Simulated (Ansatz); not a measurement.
Isolated molecules relaxed with PBE0-D4/def2-TZVP in Ansatz; ΔE leaves out vibrations. CBS: MP2 limit from def2 TZ/QZ plus the TZ coupled-cluster correction, frozen cores. DFT in def2-TZVPP. B3LYP here is the variant with VWN-RPA as its local correlation; programs differ in this. Each species was taken in one conformer, which may not be the lowest.

Reaction (redistribution): `CC(=N)BO` + `ClBCCl` → `OBCCl` + `CC(=N)BCl`

| level | ΔE (kcal/mol) | difference from CCSD(T)/CBS |
| --- | --- | --- |
| PBE-D4 | -3.5 | -0.1 |
| r2SCAN-D4 | -3.5 | -0.1 |
| PBE0-D4 | -3.6 | -0.2 |
| B3LYP-D4 | -3.4 | 0.0 |
| ωB97X-V | -3.5 | -0.1 |
| PBE | -3.4 | 0.0 |
| r2SCAN | -3.5 | -0.1 |
| PBE0 | -3.5 | -0.1 |
| B3LYP | -3.2 | 0.2 |
| HF/def2-TZVPP | -2.6 | 0.8 |
| CCSD/def2-TZVPP | -2.9 | 0.5 |
| CCSD(T)/def2-TZVPP | -3.1 | 0.3 |
| MP2/def2-QZVPP | -3.2 | 0.2 |
| SCS-MP2/def2-QZVPP | -3.0 | 0.4 |
| HF/CBS(def2) | -2.6 | 0.8 |
| MP2/CBS(def2) | -3.4 | 0.0 |
| CCSD(T)/CBS | -3.4 | 0 |

Largest T1 diagnostic among the species: 0.013.
